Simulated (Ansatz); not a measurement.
A run for Ansatz (a program for electronic structure): R-CCSD(T)/aug-cc-pVDZ on HF (SMILES F).

Ansatz 0.2 input:
```yaml
crystal:
  periodic: [false, false, false]
  atoms:
    - {symbol: F, position_ang: [-0.00000000, 0.00000000, 0.46222970]}
    - {symbol: H, position_ang: [0.00000000, -0.00000000, -0.46222970]}
basis:
  gaussian:
    orbitals: aug-cc-pVDZ
magnetization: {spin_polarized: false}
correlation: {method: ccsd_t, electrons: outside_noble_gas}
scf: {lower_state_search: off}
```

It printed:

```
WARN ansatz: RAYON_NUM_THREADS=4 ignored (pool sized by the plan → 4); use --threads N
Functional definition: HF
these checks for a lower state are left out or cut short: stability, starts, cluster_reference, orbital_swaps, neighbouring_geometries, increment
integrals: 0.00 GiB planned
292 factors; integrals over basis functions are off by at most 1.1e-3 eV
mean field: 0.05 GiB planned
mean field evaluation 1: about -2721.0771 eV, gradient 2.4e1 eV
mean field evaluation 2: about -2721.0769 eV, gradient 2.4e1 eV
mean field evaluation 4: about -2722.0348 eV, gradient 1.2e0 eV
mean field evaluation 8: about -2722.0393 eV, gradient 5.0e-5 eV
mean field -2722.03931335 eV, -100.0330997010 hartree, gradient 8.4e-7 eV, S^2 0.000000; 0 other end points of the search recorded, 0 dependent functions left out
1 core orbitals not correlated
reference -2722.03931335 eV, -100.0330997010 hartree; 4, 4 occupied and 27, 27 virtual orbitals, 292 factors
second order -6.06006515 eV of doubles, -0.00000000 eV of singles
coupled cluster: 0.06 GiB planned
cycle   1  -6.02580085 eV  change    3.4e-2 eV  update   5.2e-2
cycle   2  -6.13347525 eV  change   -1.1e-1 eV  update   1.3e-2
cycle   3  -6.16321253 eV  change   -3.0e-2 eV  update   6.5e-3
cycle   4  -6.16024061 eV  change    3.0e-3 eV  update   8.2e-4
cycle   5  -6.15980350 eV  change    4.4e-4 eV  update   2.3e-4
cycle   6  -6.15986934 eV  change   -6.6e-5 eV  update   6.2e-5
cycle   7  -6.15985124 eV  change    1.8e-5 eV  update   1.6e-5
cycle   8  -6.15984274 eV  change    8.5e-6 eV  update   4.6e-6
perturbative correction -0.11347931 eV, -0.0041702878 hartree
Total energy: -2728.31263540 eV, -100.2636400342 hartree
Checks for a lower state left out: stability, starts, cluster_reference, orbital_swaps, neighbouring_geometries, increment
```

The run converged.

Cost: about 0.6 core-seconds (a rough figure).
